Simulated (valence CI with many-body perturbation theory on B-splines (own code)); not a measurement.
# E1 transitions of Sn XXXVII

Computed by configuration interaction combined with many-body perturbation theory (CI+MBPT): four valence electrons over a frozen Dirac-Fock core [Ne], radial functions for each j: 11 s, 11 p, 10 d, 8 f, 5 g, 2 h, with the one-electron correlation potential Σ1 (screened to all orders), the two-electron term Σ2, the three-electron term Σ3, Breit, model QED; selected single and double excitations, second order for the rest, scaled by the run's own slope (own B-spline code, finite nucleus).

No measured spectrum was set against this ion. As an estimate, large intervals hold to a few tenths of a per cent, small ones and those within an open d or f shell to about a per cent. Among the levels kept, up to 690 cm⁻¹ of a level comes from second order outside the variational space, and about a tenth of that is noise between levels of different J, which matters for small intervals.

Lines 201 to 250 of 552 in falling wavelength, among levels below 547.28 eV, chosen from the strongest by gf and those to the six lowest levels. Wavelengths and rates use the calculated energies. Electric multipoles are in the length gauge with retardation, E1 and E2 with the static RPA response of the core. Weak lines are less certain than strong ones. Lines between different terms over intervals too small for the method are left out, as are lines whose strength nearly cancels. Where a level lies close to another of its J and parity, the split of strength between their lines is uncertain. The highest levels of a list are the least certain.

Levels are named by their leading jj configuration (3d3/2^4 stands for four electrons in 3d with j = 3/2), which in mixed levels can hold well under half, so a name can repeat and another be missing. Letters in brackets count levels of one name in rising energy.

```
λ vac (nm)                           Upper                           Lower   A (s⁻¹)  S (a.u.)
     7.744          (3s^2 3d3/2 3d5/2) J=2          (3s^2 3p3/2 3d3/2) J=2  2.42e+10  2.77e-02
     7.743      (3s 3p3/2^2 3d5/2) J=4 [b]          (3s^2 3p3/2 3d3/2) J=3  1.72e+11  3.54e-01
     7.742          (3s^2 3d3/2 3d5/2) J=2          (3s^2 3p3/2 3d3/2) J=1  7.36e+10  8.43e-02
     7.735          (3s^2 3p1/2 3d5/2) J=2          (3s^2 3p1/2 3p3/2) J=1  8.54e+10  9.75e-02
     7.735          (3s 3p3/2 3d5/2^2) J=4      (3s 3p3/2^2 3d5/2) J=4 [a]  5.51e+10  1.13e-01
     7.726       (3p1/2^2 3p3/2 3d5/2) J=2          (3s 3p1/2^2 3d5/2) J=2  4.87e+10  5.54e-02
     7.724  (3s 3p1/2 3d3/2 3d5/2) J=4 [d]  (3s 3p1/2 3p3/2 3d5/2) J=4 [c]  2.57e+10  5.26e-02
     7.721      (3s 3p3/2^2 3d5/2) J=3 [d]                (3s 3p3/2^3) J=2  1.99e+11  3.16e-01
     7.717      (3s 3p3/2^2 3d5/2) J=2 [d]                (3s 3p3/2^3) J=1  3.07e+11  3.48e-01
     7.716  (3s 3p1/2 3d3/2 3d5/2) J=2 [d]  (3s 3p1/2 3p3/2 3d5/2) J=2 [b]  1.72e+10  1.95e-02
     7.712             (3p1/2 3p3/2^3) J=1      (3s 3p1/2 3p3/2^2) J=1 [b]  1.04e+11  7.08e-02
     7.705   (3p1/2 3p3/2^2 3d3/2) J=3 [b]  (3s 3p1/2 3p3/2 3d5/2) J=3 [c]  2.22e+10  3.51e-02
     7.703  (3s 3p1/2 3p3/2 3d5/2) J=2 [f]      (3s 3p1/2 3p3/2^2) J=2 [b]  1.53e+11  1.73e-01
     7.691      (3s 3p1/2 3d5/2^2) J=4 [b]  (3s 3p1/2 3p3/2 3d5/2) J=4 [d]  7.02e+10  1.42e-01
     7.676      (3s 3p1/2 3d5/2^2) J=1 [b]  (3s 3p1/2 3p3/2 3d5/2) J=2 [c]  7.34e+10  4.92e-02
     7.675       (3p1/2^2 3p3/2 3d5/2) J=4          (3s 3p1/2^2 3d5/2) J=3  4.55e+10  9.15e-02
     7.669       (3p1/2 3p3/2^2 3d5/2) J=4      (3s 3p1/2 3p3/2 3d5/2) J=5  2.95e+10  5.91e-02
     7.662  (3s 3p3/2 3d3/2 3d5/2) J=1 [a]  (3s 3p1/2 3p3/2 3d5/2) J=2 [e]  9.89e+10  6.59e-02
     7.660   (3p1/2 3p3/2^2 3d3/2) J=2 [b]  (3s 3p1/2 3p3/2 3d5/2) J=2 [c]  1.74e+10  1.93e-02
     7.645  (3s 3p1/2 3d3/2 3d5/2) J=0 [a]  (3s 3p1/2 3p3/2 3d3/2) J=1 [a]  8.74e+10  1.93e-02
     7.641   (3p1/2 3p3/2^2 3d3/2) J=1 [d]  (3s 3p1/2 3p3/2 3d3/2) J=2 [d]  5.31e+10  3.51e-02
     7.636      (3s 3p1/2 3d5/2^2) J=1 [c]  (3s 3p1/2 3p3/2 3d5/2) J=2 [d]  1.24e+11  8.18e-02
     7.636      (3s 3p1/2 3d3/2^2) J=2 [b]  (3s 3p1/2 3p3/2 3d3/2) J=3 [a]  2.13e+10  2.34e-02
     7.635  (3s 3p1/2 3p3/2 3d5/2) J=4 [c]          (3s 3p1/2 3p3/2^2) J=3  3.77e+10  7.46e-02
     7.618  (3s 3p1/2 3p3/2 3d3/2) J=2 [b]          (3s 3p1/2^2 3p3/2) J=1  4.52e+10  4.93e-02
     7.618          (3s^2 3d3/2 3d5/2) J=3          (3s^2 3p3/2 3d5/2) J=2  2.75e+10  4.20e-02
     7.616      (3s 3p1/2 3d5/2^2) J=4 [a]  (3s 3p1/2 3p3/2 3d5/2) J=4 [b]  2.98e+10  5.84e-02
     7.616  (3s 3p1/2 3p3/2 3d3/2) J=2 [d]          (3s^2 3p1/2 3d3/2) J=1  1.05e+11  1.14e-01
     7.613  (3s 3p1/2 3p3/2 3d5/2) J=1 [c]          (3s^2 3p1/2 3d5/2) J=2  4.75e+10  3.11e-02
     7.609  (3s 3p1/2 3p3/2 3d5/2) J=2 [d]          (3s^2 3p1/2 3d5/2) J=3  1.92e+10  2.09e-02
     7.600   (3p1/2 3p3/2^2 3d3/2) J=2 [b]  (3s 3p1/2 3p3/2 3d3/2) J=1 [c]  3.73e+10  4.04e-02
     7.600      (3s 3p1/2 3d5/2^2) J=1 [c]  (3s 3p1/2 3p3/2 3d5/2) J=1 [c]  7.52e+10  4.89e-02
     7.598   (3p1/2 3p3/2^2 3d3/2) J=1 [c]  (3s 3p1/2 3p3/2 3d3/2) J=1 [d]  1.22e+11  7.90e-02
     7.597      (3s 3p3/2^2 3d5/2) J=2 [a]          (3s^2 3p3/2 3d5/2) J=2  9.75e+10  1.05e-01
     7.596  (3s 3p1/2 3d3/2 3d5/2) J=4 [b]  (3s 3p1/2 3p3/2 3d3/2) J=3 [a]  1.98e+10  3.85e-02
     7.594          (3s 3p1/2 3d5/2^2) J=3  (3s 3p1/2 3p3/2 3d5/2) J=3 [b]  4.73e+10  7.16e-02
     7.593      (3s 3p3/2^2 3d5/2) J=3 [d]          (3s^2 3p3/2 3d5/2) J=3  1.75e+11  2.65e-01
     7.593   (3p1/2 3p3/2^2 3d3/2) J=3 [a]  (3s 3p1/2 3p3/2 3d5/2) J=2 [a]  4.18e+10  6.32e-02
     7.582   (3p1/2 3p3/2^2 3d5/2) J=3 [b]  (3s 3p1/2 3p3/2 3d5/2) J=4 [d]  9.59e+10  1.44e-01
     7.577  (3s 3p1/2 3p3/2 3d5/2) J=3 [e]          (3s^2 3p1/2 3d5/2) J=3  1.14e+11  1.72e-01
     7.574  (3s 3p3/2 3d3/2 3d5/2) J=3 [a]  (3s 3p1/2 3p3/2 3d5/2) J=3 [d]  2.71e+10  4.07e-02
     7.566      (3s 3p3/2^2 3d5/2) J=4 [b]          (3s^2 3p3/2 3d5/2) J=4  6.65e+10  1.28e-01
     7.565  (3s 3p1/2 3d3/2 3d5/2) J=2 [b]  (3s 3p1/2 3p3/2 3d3/2) J=2 [b]  2.53e+10  2.70e-02
     7.562  (3s 3p1/2 3d3/2 3d5/2) J=2 [d]  (3s 3p1/2 3p3/2 3d5/2) J=3 [a]  1.86e+10  1.98e-02
     7.555  (3s 3p3/2 3d3/2 3d5/2) J=3 [b]  (3s 3p1/2 3p3/2 3d3/2) J=2 [d]  2.73e+10  4.06e-02
     7.550  (3s 3p3/2 3d3/2 3d5/2) J=1 [b]  (3s 3p1/2 3p3/2 3d5/2) J=2 [e]  7.96e+10  5.07e-02
     7.541       (3p1/2 3p3/2^2 3d5/2) J=0  (3s 3p1/2 3p3/2 3d5/2) J=1 [a]  1.12e+11  2.37e-02
     7.537  (3s 3p1/2 3d3/2 3d5/2) J=3 [b]  (3s 3p1/2 3p3/2 3d3/2) J=3 [a]  6.03e+10  8.92e-02
     7.534      (3s 3p3/2^2 3d5/2) J=2 [c]                (3s 3p3/2^3) J=2  2.69e+11  2.84e-01
     7.528       (3p1/2^2 3p3/2 3d3/2) J=3          (3s 3p1/2^2 3d3/2) J=2  5.29e+10  7.80e-02
```
